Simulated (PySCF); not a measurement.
CH4B3Cl2F.
Atom-mapped SMILES: `[F:1][BH:2][BH:3][CH2:4][B:5]([Cl:6])[Cl:7]` (hydrogens: H8 on B2; H9 on B3; H10, H11 on C4)

Torsions of this conformer, `[F:1][BH:2][BH:3][CH2:4][B:5]([Cl:6])[Cl:7]`: F1–B2–B3–C4 86°, B2–B3–C4–B5 -91°, B3–C4–B5–Cl6 -82°.

The closed-shell ground state was solved at several levels (PySCF, density fitting, gas phase, non-relativistic). Geometry: PBE0-D3(BJ)/def2-SVP, one conformer, isolated molecule.

```csv
level,basis functions,HOMO (eV),LUMO (eV),gap (eV),dipole (D)
PBE/def2-SVPD,189,-6.72,-3.42,3.30,1.86
PBE0/pcSseg-2,322,-8.12,-2.47,5.65,2.02
PBE0/6-31G,79,-8.10,-2.44,5.66,2.45
PBE0/cc-pVTZ,274,-8.07,-2.41,5.66,1.91
PBE0/6-31+G*,142,-8.12,-2.46,5.66,2.11
LDA/def2-SVPD,189,-6.78,-3.69,3.09,1.90
```

Q: Estimate the row for B3LYP/pcSseg-1, a basis of 153 functions; the other rows only guide the guess.

A: HOMO -7.96 eV, LUMO -2.64 eV, gap 5.32 eV, dipole 1.96 D.

Q: How much does the basis alone move the frontier levels among the 4 PBE0 rows?

A: The HOMO by 0.05 eV and the LUMO by 0.06 eV. By rising basis size (HOMO, LUMO in eV): 6-31G -8.10, -2.44; 6-31+G* -8.12, -2.46; cc-pVTZ -8.07, -2.41; pcSseg-2 -8.12, -2.47.

Q: How far do the dipole and the HOMO energy spread over the levels?

A: The dipole runs from 1.86 to 2.45 D (mean 2.03 D) and the HOMO from -8.12 to -6.72 eV.
